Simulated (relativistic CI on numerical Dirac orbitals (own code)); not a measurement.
**Cu⁴⁺: resonant inelastic scattering at the L2,3 edge**

Computed with this model: Dirac-Coulomb-Breit CI, separate exchange-only KLI orbitals for each configuration, model QED (radiative potential, 1s self-energy scaled to tabulated hydrogen-like ionisation energies), valence Slater integrals scaled by 0.7, Kramers-Heisenberg scattering through one core-hole configuration in a parametric crystal field; configurations [Ar] 3d7 → [He] 2s2 2p5 3s2 3p6 3d8; 10 K; core-hole width 0.24 eV; summed over polarisations. Incident energies are the highest absorption maxima for each field (at most a few, so the weaker spin-orbit partner edge can be absent), on the computed scale of the free ion. Intensities are in per cent of the strongest line above 0.02 eV; levels within 1 cm⁻¹ are merged; final levels count from the ground level, the first row holds all elastic scattering, lines under 0.4 are left out and each table stops after 24 rows. The scale of the Slater integrals is a model choice and moves the terms in proportion.

Field parameters in Wybourne normalisation: D4h B²₀ = −7Ds, B⁴₀ = 21(Dq − Dt), B⁴₄ = 21√(5/14) Dq; Oh B⁴₀ = 21Dq, B⁴₄ = √(5/14) B⁴₀; Td as Oh with Dq negative (B⁴₀ = 21Dq, B⁴₄ = √(5/14) B⁴₀). The field is a parameter set, without covalency.

S is read from ⟨S²⟩ = S(S + 1).

Oh, 10Dq = 39400 cm⁻¹:

| Final level (eV) | Degeneracy | Irrep | S | 939.4 eV | 940.5 eV | 960 eV |
| --- | --- | --- | --- | --- | --- | --- |
| 0.000 | 4 | Γ8 | 0.51 | 158.2 | 218.8 | 88.6 |
| 2.204 | 2 | Γ6 | 1.50 | 0.2 | 0.0 | 1.1 |
| 2.280 | 4 | Γ8 | 1.50 | 6.2 | 0.5 | 1.1 |
| 2.414 | 2 | Γ7 | 1.50 | 1.0 | 4.5 | 0.5 |
| 2.417 | 4 | Γ8 | 1.50 | 6.1 | 5.5 | 8.7 |
| 4.471 | 4 | Γ8 | 0.50 | 25.5 | 100.0 | 3.9 |
| 4.561 | 2 | Γ6 | 0.50 | 8.5 | 0.2 | 32.6 |
| 4.620 | 4 | Γ8 | 0.51 | 63.6 | 1.1 | 33.7 |
| 4.659 | 2 | Γ7 | 0.50 | 1.3 | 43.6 | 23.6 |
| 5.442 | 4 | Γ8 | 0.51 | 34.7 | 1.0 | 32.3 |
| 5.530 | 2 | Γ6 | 0.50 | 6.0 | 0.1 | 18.6 |
| 6.887 | 4 | Γ8 | 1.50 | 1.7 | 0.4 | 0.7 |
| 6.975 | 2 | Γ7 | 1.50 | 0.0 | 1.8 | 0.0 |
| 7.490 | 2 | Γ7 | 0.51 | 2.5 | 4.2 | 8.7 |
| 7.589 | 4 | Γ8 | 0.51 | 3.4 | 1.6 | 4.6 |

Td, 10Dq = -14950 cm⁻¹:

| Final level (eV) | Degeneracy | Irrep | S | 937.6 eV | 938 eV | 959.1 eV |
| --- | --- | --- | --- | --- | --- | --- |
| 0.000 | 4 | Γ8 | 1.50 | 658.7 | 409.0 | 86.6 |
| 1.786 | 4 | Γ8 | 1.46 | 6.5 | 7.6 | 7.0 |
| 1.827 | 2 | Γ6 | 1.49 | 2.9 | 0.3 | 6.4 |
| 1.883 | 4 | Γ8 | 1.49 | 100.0 | 73.3 | 25.5 |
| 1.919 | 2 | Γ7 | 1.50 | 38.5 | 36.1 | 0.1 |
| 2.513 | 4 | Γ8 | 0.57 | 3.9 | 12.3 | 32.3 |
| 2.578 | 2 | Γ6 | 0.64 | 2.2 | 4.8 | 11.5 |
| 2.617 | 4 | Γ8 | 0.66 | 16.0 | 29.0 | 16.3 |
| 2.866 | 2 | Γ6 | 1.42 | 27.9 | 2.5 | 2.8 |
| 2.953 | 4 | Γ8 | 1.41 | 77.1 | 21.3 | 50.3 |
| 2.973 | 2 | Γ7 | 1.45 | 12.6 | 73.7 | 6.9 |
| 3.013 | 4 | Γ8 | 1.48 | 61.8 | 32.2 | 22.0 |
| 3.554 | 2 | Γ7 | 0.59 | 19.8 | 24.0 | 45.8 |
| 3.612 | 4 | Γ8 | 0.54 | 27.5 | 11.5 | 58.1 |
| 3.984 | 2 | Γ6 | 0.53 | 0.4 | 0.6 | 1.2 |
| 4.339 | 4 | Γ8 | 0.50 | 6.1 | 3.8 | 17.5 |
| 4.376 | 2 | Γ7 | 0.51 | 3.2 | 17.7 | 9.9 |
| 4.403 | 4 | Γ8 | 0.70 | 10.5 | 3.9 | 14.2 |
| 4.530 | 2 | Γ6 | 0.67 | 4.3 | 0.9 | 3.8 |
| 4.637 | 4 | Γ8 | 1.28 | 1.3 | 4.8 | 1.6 |
| 4.702 | 2 | Γ7 | 1.49 | 0.8 | 11.3 | 3.9 |
| 4.749 | 4 | Γ8 | 1.33 | 2.0 | 1.8 | 5.6 |
| 4.790 | 2 | Γ6 | 1.38 | 0.3 | 0.5 | 0.5 |
| 4.856 | 4 | Γ8 | 0.85 | 0.9 | 4.5 | 2.7 |

D4h, 10Dq = 36250, Ds = -1250, Dt = -40 cm⁻¹:

```csv
Final level (eV),Degeneracy,Irrep,S,939.3 eV,940.6 eV,960 eV
0.000,2,Γ7,0.51,281.5,147.4,60.3
0.623,2,Γ6,0.51,15.3,100.0,37.8
2.062,2,Γ6,1.50,0.7,0.8,2.5
2.112,2,Γ6,1.50,2.3,6.9,1.1
2.167,2,Γ7,1.50,12.8,4.5,0.9
2.234,2,Γ7,1.50,2.7,1.0,5.9
2.571,2,Γ7,1.50,4.8,10.2,0.5
2.586,2,Γ6,1.50,4.0,1.3,4.0
4.239,2,Γ7,0.51,38.6,55.7,3.9
4.275,2,Γ6,0.50,24.8,36.4,23.1
4.346,2,Γ7,0.51,83.7,6.7,29.4
4.625,2,Γ6,0.51,10.0,6.6,10.8
4.679,2,Γ7,0.51,9.8,33.9,19.0
4.775,2,Γ6,0.50,11.8,24.7,18.6
5.195,2,Γ7,0.51,27.2,1.9,16.2
5.281,2,Γ6,0.51,6.4,0.3,26.1
5.683,2,Γ6,0.50,22.5,1.4,13.9
6.431,2,Γ6,1.50,0.8,0.6,0.6
6.455,2,Γ6,1.50,0.8,0.4,0.2
6.475,2,Γ7,1.50,3.0,0.7,0.6
6.508,2,Γ7,1.49,0.1,1.2,0.1
6.562,2,Γ6,1.49,0.4,0.7,0.3
6.568,2,Γ7,1.50,0.3,3.2,0.0
7.208,2,Γ7,0.52,5.5,6.3,7.4
```

For the first field the strongest loss at the lowest incident energy is the level at 4.62 eV (S = 0.51, against 0.51 in the thermal ground state). Levels of other spin, the first over 8 % at 2.42 eV, appear because spin-orbit coupling of the core hole, and in heavier ions of the valence shell too, mixes spins.
